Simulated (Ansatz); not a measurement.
Ansatz (an electronic-structure program) input (CCSD(T)/def2-SVPD):

Ansatz 0.2 input:
```yaml
crystal:
  periodic: [false, false, false]
  atoms:
    - {symbol: Ge, position_ang: [-0.00000000, -0.00000000, -1.62366072]}
    - {symbol: Te, position_ang: [0.00000000, 0.00000000, 0.99917583]}
basis:
  gaussian:
    orbitals: def2-SVPD
magnetization: {spin_polarized: true, initial_magnetization: 2}
correlation: {method: ccsd_t, electrons: outside_noble_gas}
output: {forces: true}
```

End of the output:

```
reference -63731.69143859 eV, -2342.0964614762 hartree; 6, 4 occupied and 44, 46 virtual orbitals, 810 factors
densities: 0.25 GiB planned
second order -3.64276783 eV of doubles, -0.00000000 eV of singles
coupled cluster: 0.19 GiB planned
cycle   1  -4.40902031 eV  change    2.1e-7 eV  update   3.2e-6
cycle   2  -4.40901873 eV  change    1.6e-6 eV  update   1.9e-6
cycle   3  -4.40901858 eV  change    1.5e-7 eV  update   1.1e-6
cycle   4  -4.40901858 eV  change   -4.2e-9 eV  update   3.6e-7
cycle   5  -4.40901858 eV  change   -2.3e-9 eV  update   1.6e-7
perturbative correction -0.19300182 eV, -0.0070926860 hartree
the calculation of the forces begins
Total energy: -63736.29345899 eV, -2342.2655826065 hartree
Atom 0 at    -0.000000    -0.000000    -1.623661 Å, force     0.000000    -0.000000    -0.161493 eV/Å
Atom 1 at     0.000000     0.000000     0.999176 Å, force    -0.000000     0.000000     0.161493 eV/Å
Dipole moment:     0.000000     0.000000    -0.031517 e Å
```

This is an excited triplet: at this geometry the singlet lies 1.66 eV lower at CCSD(T)/CBS(def2-TZVPPD,def2-QZVPPD).
